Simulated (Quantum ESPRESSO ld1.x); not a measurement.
Mg2+, configuration [He] 2s2 2p5 3d1 (not the ground configuration). Method: Dirac Kohn-Sham, OLYP, spin-unpolarised, spherical densities, point nucleus; open shells fill j = l - 1/2 first; computed with ld1.x of Quantum ESPRESSO 7.5.

X-ray form factor f0, the Fourier transform of the density (f0(0) = 10):

sin(theta)/lambda (1/angstrom),f0 (electrons)
0.05,9.724
0.1,9.126
0.15,8.529
0.2,8.002
0.25,7.494
0.3,6.969
0.4,5.878
0.5,4.844
0.6,3.959
0.8,2.714
1,2.027
1.25,1.606
1.5,1.392
2,1.123
